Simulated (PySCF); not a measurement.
## Calculated data, AlBH₄NO

Calculation on a computer-drawn molecule: optimised geometry and harmonic frequencies of an isolated molecule of the commonest isotopes, restricted reference for singlets and unrestricted otherwise, frozen core in MP2. Program: PySCF 2.14.0.

## AlBH₄NO

Start structure:
```xyz
8
AlBH4NO
B     -1.5811     0.4589     2.9733
O     -1.0347     0.3635     1.8265
Al    -0.1620     0.1163     0.4407
N      1.2687    -0.9380     0.1779
H     -1.1279    -0.0256     4.0250
H     -0.9832     0.7580    -0.7323
H      1.8488    -1.3715     0.9185
H      1.7830    -0.9983    -0.7642
```

```
charge                                        : 0
multiplicity                                  : 2
method                                        : HF
basis                                         : cc-pV(D+d)Z
rotational constants                          : 20.65, 3.307, 2.88 GHz
total energy                                  : -398.3293 hartree
spin squared                                  : 0.754
convergence status largest gradient component : 7.956e-06 hartree/bohr
```

Drawn bonds:
```tsv
atom	other atom	order
1	2	1
2	3	1
3	4	1
1	5	1
3	6	1
4	7	1
4	8	1
```

Optimised structure:
```xyz
8
AlBH4NO
B     -1.5021    -0.0893     3.0699
O     -0.8293     0.1196     1.9523
Al    -0.1776     0.0753     0.3837
N      1.2750    -0.8704     0.1163
H     -1.3926     0.5986     4.0608
H     -0.8694     0.8864    -0.7620
H      1.7648    -1.4023     0.8111
H      1.7428    -0.9545    -0.7666
```

Modes:
```tsv
frequency (cm⁻¹)	reduced mass (dalton)
75.76	5.702
81.27	4.267
170.3	1.139
245.1	3.539
379.1	1.119
448.9	1.293
549.2	1.19
622.2	1.503
665.9	2.175
783.9	1.48
888.6	5.494
1074	1.308
1476	11.12
1671	1.112
2051	1.043
2594	1.092
3781	1.052
3864	1.094
```
